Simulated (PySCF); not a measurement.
SeF3: one-bond stretch

All numbers come from PySCF, UPBE, basis Se def2-SVP, F def2-SVP (no relativity, density fitting).

Rigid scan from the doublet minimum (Se–F 1.757 Å, Se–F 1.831 Å (×2); F–Se–F 87.3° (×2), F–Se–F 174.6°). Coordinate: the bond from Se to the last atom (F) scaled, the rest fixed. Energies in kJ/mol from the minimum.

Question: Predict the curve at 0.92, 0.96, 1.00, 1.05, 1.12, 1.20, 1.35, 1.55, 1.80, 2.20.

Answer: 
```
scale of one bond  E (kJ/mol)  dipole size (D)  ⟨S²⟩
             0.92        26.0             1.64  0.75
             0.96         5.7             1.48  0.75
             1.00         0.0             1.43  0.75
             1.05         6.8             1.50  0.75
             1.12        31.7             1.74  0.75
             1.20        70.1             2.05  0.75
             1.35       142.9             2.46  0.75
             1.55       214.4                –  0.75
             1.80       264.3                –  0.75
             2.20       296.0                –  0.75
```

Other isomers or separated fragments may lie lower.

The scan took 3 min on 2 threads of a shared Arm Neoverse N1 host; the process peaked at 0.84 GiB. Launch command: `OMP_NUM_THREADS=2 python axn.py task.json out`.
